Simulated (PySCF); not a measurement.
[Lu(HCN)]3+ at several levels of theory

Computed with PySCF 2.14.0 (density fitting, no spin-orbit coupling) at the geometry relaxed with BP86:

```xyz
4
[Lu(HCN)]3+ (singlet in the valence; each metal's 4f electrons, 14 of them, lie in its core potential, out of spins and levels)
Lu    0.0000    0.0000   -0.2110
N     0.0000    0.0000    1.9395
C     0.0000    0.0000    3.1205
H     0.0000    0.0000    4.2477
```

```csv
level,basis,state,HOMO (eV),gap (eV),charge on Lu1 (e),population of f-type functions on Lu1 (polarisation alone where 4f lies in the core),dipole about the centre of mass (D),largest force component (eV/Å)
BP86,"Lu lcecp-1-SVP with ECP60, N def2-SVP, C def2-SVP, H def2-SVP",singlet,-26.17,5.14,2.40,0.02,5.96,0.00
wB97X,the same,singlet,-29.65,12.21,2.48,0.02,5.36,2.06
r2SCAN,the same,singlet,-26.22,5.88,2.46,0.02,5.69,1.16
revPBE,the same,singlet,-26.03,4.99,2.40,0.02,5.93,0.20
BP86,"Lu lcecp-1-TZVP with ECP60, N def2-TZVP, C def2-TZVP, H def2-TZVP",singlet,-26.10,5.07,2.54,0.02,6.01,0.84
```

In the lcecp rows the 4f levels are missing from HOMO and gap, and the state counts the valence alone.

Charges are Mulliken's, which hang on the basis. The relaxation used the grid (50, 194), these runs (75, 302) or, all-electron (x2c bases, spin-free X2C Hamiltonian), (99, 590).

**Question.** What does PBE with Lu lcecp-1-SVP with ECP60, N def2-SVP, C def2-SVP, H def2-SVP give here?

**Answer.** state singlet, HOMO (eV) -26.11, gap (eV) 5.05, charge on Lu1 (e) 2.39, population of f-type functions on Lu1 (polarisation alone where 4f lies in the core) 0.02, dipole about the centre of mass (D) 5.97, largest force component (eV/Å) 0.08. Time: 1.6 s on 2 threads of Arm Neoverse V2 (shared host), from an already converged density.

In the first row's basis the gap widens with exact exchange: 5.0 to 5.9 eV for revPBE, PBE, BP86, r2SCAN (none); 12.2 eV for wB97X (rising or full at long range).

An lcecp potential fixes the number of 4f electrons, so in runs with it no electron can move into or out of that shell.
